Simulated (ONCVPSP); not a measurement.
**Scattering properties, ONCV potential for Lu (Z = 71)**

| Quantity | Value |
| --- | --- |
| Element | lutetium |
| Generator | ONCVPSP 4.0.1 |
| Type | optimised norm-conserving Vanderbilt (ONCV) |
| Functional | PBE |
| Relativity | scalar-relativistic |
| Frozen core | [Kr] 4d10 |
| Valence charge | 25 |
| Reference configuration | 4f14 5s2 5p6 5d1 6s1.75 6p0.25 |
| Partial waves | 5s+6s: rc 1.90 bohr, ncon 3, nbas 7, qcut 4.9 1/bohr, 2 projectors; 5p+6p: rc 2.60 bohr, ncon 4, nbas 7, qcut 4.8 1/bohr, 2 projectors; 5d: rc 3.05 bohr, ncon 4, nbas 8, qcut 6.1 1/bohr, 2 projectors, debl 3.7 Ha; 4f: rc 1.00 bohr, ncon 4, nbas 9, qcut 19.2 1/bohr, 1 projector |
| Local potential | polynomial inside 1.00 bohr (lpopt 5, dvloc0 0 Ha) |
| Core correction | polynomial model core, fcfact 0.7 |

The phase is arctan(r·R′/R) of the radial function R(r), unwrapped; energies in Ha, scanned from -4 to 5 Ha. A pole is an energy at which the radial function vanishes at the test radius. The pseudo phase is shifted by a multiple of π to meet the all-electron one at the reference energy, and phase errors are pseudo minus all-electron; the curves can meet again beyond the range given. Levels narrower than the energy grid can be missing from the lists of poles. Where the grid stepped over a known ghost or core level, its pole and its step of π were put in at the level’s energy.

```
channel  radius (bohr)  reference energy (Ha)  poles, all-electron       poles, pseudo  unbroken range about the reference energy with phases within 0.05 rad  phase error 1 Ha above the reference energy (rad)
      s           1.93                  -0.18                -1.95  -1.95, -1.55, 4.90                                                             above -1.5                                             +0.005
      p           2.63                  -0.06          -1.09, 2.28         -1.09, 2.27                                                              below 3.6                                             -0.000
      d           3.09                  -0.07           0.18, 2.40    0.18, 2.33, 2.53                                                              below 0.9                                             +0.051
      f           1.02                  -0.37                 0.92                0.99                                                              below 2.9                                             +0.008
```

Note: ghosts flagged at negative energy: s at -42.1 eV; GHOST(+) flagged for d at 66.9 eV. A true bound ghost makes a file unfit for plane-wave use.

Phases in the d channel:

```
E (Ha)  all-electron   pseudo
 -3.98         1.441    1.440
 -3.50         1.431    1.431
 -3.02         1.418    1.418
 -2.54         1.401    1.401
 -2.06         1.378    1.378
 -1.58         1.343    1.343
 -1.10         1.280    1.279
 -0.62         1.107    1.107
 -0.14        -0.720   -0.720
  0.34        -1.712   -1.710
  0.82        -2.472   -2.444
  1.30        -4.326   -4.314
  1.78        -4.591   -4.589
  2.26        -4.691   -4.697
  2.74        -4.766   -7.901
  3.22        -4.868   -8.008
  3.70        -5.244   -8.386
  4.18        -7.389  -10.509
  4.66        -7.697  -10.825
```
